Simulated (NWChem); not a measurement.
Molecule: NbF₅; SMILES [F][Nb]([F])([F])([F])[F]

def2 effective core potentials on Nb; no spin-orbit coupling.

**Question.** Give the equilibrium geometry at PBE0/def2-SVP with def2 effective core potentials on Nb (NWChem) as a Z-matrix, with the point group.

**Answer.** point group D3h; any orientation.
```
Nb
F 1 1.8318
F 1 1.8318 2 120.00
F 1 1.8318 2 120.00 3 180.00
F 1 1.8633 2 90.00 3 -90.00
F 1 1.8633 2 90.00 5 180.00
```
